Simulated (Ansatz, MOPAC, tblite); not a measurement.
Potential energy curve for SH (cation, charge +1), lowest singlet found (which spin is the ground state isn't settled by this scan).

Methods: RCCSD(T) = CCSD(T) on RHF/cc-pVTZ, frozen core (Ansatz, a program for electronic structure); PM7, restricted, heats of formation (MOPAC); GFN2-xTB, 300 K electronic temperature (tblite); RKS-B3LYP = restricted B3LYP/cc-pVTZ (Ansatz).

Energies are in kcal/mol, each relative to the lowest point of its own curve between 1.12 and 1.63 Å, where full CI is lowest.

| R / Å | RCCSD(T) | PM7 | GFN2-xTB | RKS-B3LYP |
|---|---|---|---|---|
| 0.98 | 86.9 | 49.1 | 84.1 | 87.6 |
| 1.06 | 46.0 | 26.1 | 41.9 | 46.8 |
| 1.12 | 26.3 | 14.5 | 23.2 | 27.1 |
| 1.18 | 13.4 | 6.8 | 11.5 | 14.0 |
| 1.23 | 6.5 | 2.8 | 5.6 | 7.0 |
| 1.28 | 2.4 | 0.6 | 2.1 | 2.7 |
| 1.33 | 0.4 | 0.0 | 0.4 | 0.5 |
| 1.37 | 0.0 | 0.4 | 0.0 | 0.0 |
| 1.42 | 0.7 | ? | 0.4 | 0.5 |
| 1.47 | ? | 4.3 | ? | 2.1 |
| 1.55 | 6.8 | 9.4 | 4.6 | 6.2 |
| 1.63 | 12.4 | ? | 8.6 | 11.5 |
| 1.73 | 20.2 | 24.9 | 14.3 | 19.1 |
| 1.82 | 27.6 | 33.4 | 19.9 | 26.4 |
| 1.98 | 40.6 | 48.6 | 30.1 | 39.4 |
| 2.19 | 55.8 | 66.6 | 42.8 | 55.0 |
| 2.40 | 68.3 | 81.4 | ? | 68.4 |
| 2.68 | — | 96.0 | 64.8 | 82.4 |
| 2.97 | — | 106.0 | 72.0 | 92.8 |
| 3.38 | — | 114.2 | ? | 102.0 |
| 3.91 | — | 119.2 | — | 107.8 |

**Question.** Fill in the missing entries.

**Answer.** 
- 1.42, PM7: 1.9
- 1.47, RCCSD(T): 2.5
- 1.47, GFN2-xTB: 1.6
- 1.63, PM7: 15.8
- 2.40, GFN2-xTB: 53.8
- 3.38, GFN2-xTB: 77.2

Dashes: no converged value, or the column stops at the first point that the program doubted or that broke a chosen test of continuity, which isn't proof of a fault.

The scan ran from 0.98 to 4.60 Å; beyond the distances shown full CI changes its symmetry label. The T1 diagnostic of CCSD on the restricted reference of RCCSD(T) exceeds 0.045 at 2.68 to 3.91 Å. The restricted form behind PM7, RKS-B3LYP keeps the bonding electrons paired and can't separate into open-shell fragments.
